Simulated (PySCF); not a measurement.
SMILES C=Cc1ccc(F)s1 (C6H5FS), singlet, GFN2-xTB optimised geometry. Atoms within 1.6 Å of the plane z = 0.6 Å (x, y, z in Å): C1 (-1.10, -2.59, 0.00), C2 (-1.44, -1.31, 0.00), C3 (-0.51, -0.21, 0.00), C4 (0.86, -0.21, 0.00), C5 (1.43, 1.08, 0.00), C6 (0.47, 2.05, 0.00), F7 (0.68, 3.36, 0.00), S8 (-1.14, 1.42, 0.00), H9 (-1.85, -3.36, 0.00), H10 (-0.08, -2.92, 0.00), H11 (-2.48, -1.02, 0.00), H12 (1.45, -1.10, 0.00), H13 (2.48, 1.29, 0.00).

Calculation: CAM-B3LYP/def2-TZVP run with PySCF.

Map of the HOMO amplitude (bohr^(-3/2)) on the plane z = 0.6 Å; orbital energy -7.42 eV, overall sign arbitrary:

```
|5555555555555445555555555|
|5555555555544444455555555|
|5555555555444444445555555|
|5555555555444444445555555|
|5555555555544334445555555|
|5555555555554334455555555|
|5555555555555555555555555|
|5555555555567976555555555|
|5555554445568987655555555|
|5555544444456788755555555|
|5555544443344567655555555|
|5555554443223345555555555|
|5555555443101113445555555|
|5555555554201113444555555|
|5555555566433333444455555|
|5555555677654444444455555|
|5555555678765444444455555|
|5555555679975554444555555|
|5555555579975555555555555|
|5555555567765555555555555|
|5555555555555555555555555|
|5555555555555555555555555|
|5555555555555555555555555|
|5555555555555555555555555|
|5555555555555555555555555|
```
Scale: ten equal steps from -0.137 (start of '0') to 0.136 (end of '9'), in the order '0123456789'; x runs from -5.50 to 5.50, y from -5.50 (bottom) to 5.50 (top).
